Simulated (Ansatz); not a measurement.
Program: Ansatz. Geometries: PBE0-D4/def2-TZVP. ΔE: electronic, gas phase. CCSD(T)/CBS is the MP2 limit (def2-TZVPP, def2-QZVPP) plus CCSD(T) − MP2 in def2-TZVPP, frozen cores. DFT in def2-TZVPP. B3LYP here is the variant with VWN-RPA as its local correlation; programs differ in this. Each species was taken in one conformer, which may not be the lowest.

Reaction (ligand exchange at the Si–N bond): `C=C[SiH2]NC` + `[SiH3]S` → `C=C[SiH2]S[SiH3]` + CH₃NH₂

```csv
level,ΔE (kJ/mol)
PBE-D4,-29.1
ωB97X-V,-20.1
r2SCAN,-23.2
PBE0,-24.1
B3LYP,-13.1
MP2/def2-TZVPP,-24.4
CCSD/def2-TZVPP,-16.4
CCSD/CBS(def2),-20.4
```

(1) What does CCSD(T)/CBS give? (Best estimate.)

Largest T1 diagnostic among the species: 0.012.

## Answers

(1) The calculation gave: -23.4 kJ/mol. The listed levels differ from it by -5.7, 3.3, 0.2, -0.7, 10.3, -1.0, 7.0, 3.0 kJ/mol.

The D4 term adds −7.2 kJ/mol with B3LYP and −4.2 kJ/mol with PBE0; it sums over pairs of atoms, weighted by their polarisabilities, and B3LYP, whose exchange is more repulsive, gets the larger term. In def2-TZVPP, CCSD(T) changes the Hartree–Fock value by −9.9 kJ/mol (the triples alone add −3.0 kJ/mol) and MP2 by −14.9 kJ/mol.

CCSD(T)/CBS has its own doubt, a few kJ/mol and more with outer-core shells, so smaller differences from it don't rank the levels.
